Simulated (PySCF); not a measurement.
Predicted microwave data (PBE0/pcSseg-1 in PySCF (dipole) on a GFN2-xTB geometry, gas phase) for one isomer of C4H17NSi3:

```
Rotational constants : A = 1506, B = 665.0, C = 524.4 MHz
Dipole components    : |μa| = 1.20 D, |μb| = 0.72 D, |μc| = 0.35 D
Inertial defect      : -131.81 u·Å²
κ                    : -0.71
```

Question: Which candidate fits, each taken in the one conformer that was computed?
A. `[CH3:1][C:2]([CH3:3])([SiH3:4])[CH2:5][NH:6][SiH2:7][SiH3:8]` with C1–C2–C5–N6 -62°, C2–C5–N6–Si7 125°, C5–N6–Si7–Si8 -168°
B. `[CH3:1][C:2]([CH3:3])([CH2:4][SiH2:5][SiH3:6])[NH:7][SiH3:8]` with C1–C2–C4–Si5 -176°, C2–C4–Si5–Si6 54°, C1–C2–N7–Si8 -78°
C. `[CH3:1][NH:2][Si@H:3]([SiH2:4][SiH3:5])[CH:6]([CH3:7])[CH3:8]` with C1–N2–Si3–Si4 -52°, N2–Si3–Si4–Si5 172°, N2–Si3–C6–C7 -165°
D. `[CH3:1][CH2:2][CH2:3][CH2:4][N:5]([SiH3:6])[SiH2:7][SiH3:8]` with C1–C2–C3–C4 -178°, C2–C3–C4–N5 179°, C3–C4–N5–Si6 83°, C4–N5–Si7–Si8 85°
E. `[CH3:1][CH2:2][CH2:3][N:4]([CH3:5])[SiH:6]([SiH3:7])[SiH3:8]` with C1–C2–C3–N4 174°, C2–C3–N4–C5 70°, C3–N4–Si6–Si7 76°

Answer: E. It is CCCN(C)[SiH]([SiH3])[SiH3], an asymmetric top, point group C1. The candidates at the same level (rigid rotor, commonest isotopes):

| SMILES | A (MHz) | B (MHz) | C (MHz) | μa (D) | μb (D) | μc (D) | Δ (u·Å²) | point group | rotor |
| --- | --- | --- | --- | --- | --- | --- | --- | --- | --- |
| CC(C)([SiH3])CN[SiH2][SiH3] | 2025 | 521.9 | 473.5 | 0.83 | 0.25 | 0.27 | -150.52 | C1 | near-prolate asymmetric top |
| CC(C)(C[SiH2][SiH3])N[SiH3] | 1348 | 881.9 | 622.8 | 1.37 | 1.09 | 0.63 | -136.54 | C1 | asymmetric top |
| CCCN(C)[SiH]([SiH3])[SiH3] | 1506 | 665.0 | 524.4 | 1.20 | 0.72 | 0.35 | -131.81 | C1 | asymmetric top |
| CN[Si@H]([SiH2][SiH3])C(C)C | 1229 | 766.6 | 547.3 | 1.33 | 0.18 | 0.74 | -147.23 | C1 | asymmetric top |
| CCCCN([SiH3])[SiH2][SiH3] | 1167 | 707.8 | 525.9 | 0.99 | 0.19 | 0.25 | -185.95 | C1 | asymmetric top |

`CN[Si@H]([SiH2][SiH3])C(C)C` has A 18 % too low; `CC(C)([SiH3])CN[SiH2][SiH3]` has A 34 % too high; `CC(C)(C[SiH2][SiH3])N[SiH3]` has B 33 % too high; `CCCCN([SiH3])[SiH2][SiH3]` has A 22 % too low. No structure here is proved a minimum.
